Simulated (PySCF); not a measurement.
Sn(H)2(Me)2 (C₂H₈Sn), SMILES [CH3][SnH2][CH3].

Coordinates come from a r2SCAN-D4/def2-SVP optimisation. The structure was generated by enumeration; whether it is a known compound was not checked. The def2 effective core potentials stand for the cores of Sn; spin–orbit coupling is left out.

These are TDA-PBE/def2-SVPD in PySCF values and carry that method's errors.

Vertical excitations. The molecule is in vacuum. State labels are in the subgroup C2v.

Computed UV-visible absorptions:
```csv
state,symmetry,energy (eV),λ (nm),f,main pairs
S1,B1,6.65,186,0.008,HOMO→LUMO 98 %
S2,A1,6.86,181,0.008,"HOMO→LUMO+1 49 %, HOMO−1→LUMO 43 %"
S3,A1,6.98,178,0.006,"HOMO−1→LUMO 55 %, HOMO→LUMO+1 37 %"
S4,B1,6.99,177,0.001,"HOMO−1→LUMO+1 64 %, HOMO→LUMO+2 34 %"
S5,B2,7.11,174,0.035,HOMO−2→LUMO 95 %
S6,A2,7.26,171,0.000,HOMO−2→LUMO+1 99 %
S7,B1,7.41,167,0.365,"HOMO→LUMO+2 50 %, HOMO−1→LUMO+1 25 %, HOMO→LUMO+3 17 %"
S8,A1,7.46,166,0.273,HOMO−1→LUMO+2 76 %
S9,B2,7.55,164,0.086,HOMO−2→LUMO+2 85 %
S10,B1,7.69,161,0.106,HOMO→LUMO+3 81 %
T1,B1,6.42,193,0,"HOMO→LUMO+2 68 %, HOMO→LUMO 20 %, HOMO−1→LUMO+1 10 %"
T2,A1,6.45,192,0,"HOMO→LUMO+1 78 %, HOMO−1→LUMO+2 19 %"
T3,B1,6.54,190,0,"HOMO→LUMO 78 %, HOMO→LUMO+2 21 %"
T4,A1,6.62,187,0,"HOMO−1→LUMO 50 %, HOMO−1→LUMO+2 40 %"
```
Triplets are in the Tamm–Dancoff approximation.
